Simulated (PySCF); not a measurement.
Ga(H)(Cl)(Et) (C2H6ClGa), SMILES C[CH2][GaH][Cl].

Geometry: PBE-D3(BJ)/def2-SVP. The structure was generated by enumeration; whether it is a known compound was not checked. Other conformers were not sampled.

The numbers are results of PBE-D3(BJ)/def2-SVP in PySCF, not measurements.

Frequencies are harmonic and unscaled.

| mode | ν (cm⁻¹) | IR (km/mol) | moving atoms (share of kinetic energy) |
|---|---|---|---|
| 1 | 23 | 0.7 | H 42 %, C 35 %, Cl 13 %, Ga 10 % |
| 2 | 91 | 2.3 | Ga 31 %, Cl 30 %, C 24 %, H 15 % |
| 3 | 193 | 0.8 | H 91 %, C 9 % |
| 4 | 240 | 2.2 | C 61 %, H 22 %, Cl 11 % |
| 5 | 383 | 17.6 | H 94 % |
| 6 | 397 | 57.5 | Cl 63 %, Ga 34 % |
| 7 | 527 | 49.7 | C 52 %, H 27 %, Ga 20 % |
| 8 | 609 | 72.4 | H 89 %, C 9 % |
| 9 | 624 | 34.0 | H 79 %, C 19 % |
| 10 | 910 | 1.2 | H 91 %, C 9 % |
| 11 | 938 | 7.2 | H 83 %, C 17 % |
| 12 | 1027 | 11.8 | C 73 %, H 26 % |
| 13 | 1168 | 3.1 | H 63 %, C 36 % |
| 14 | 1195 | 1.5 | H 77 %, C 23 % |
| 15 | 1348 | 5.8 | H 83 %, C 17 % |
| 16 | 1375 | 2.6 | H 89 %, C 11 % |
| 17 | 1421 | 2.5 | H 97 % |
| 18 | 1428 | 7.1 | H 97 % |
| 19 | 1914 | 169.3 | H 99 % |
| 20 | 2961 | 37.9 | H 97 % |
| 21 | 2975 | 7.2 | H 95 % |
| 22 | 3021 | 0.9 | H 91 %, C 9 % |
| 23 | 3039 | 16.5 | H 91 %, C 9 % |
| 24 | 3053 | 20.2 | H 91 %, C 9 % |
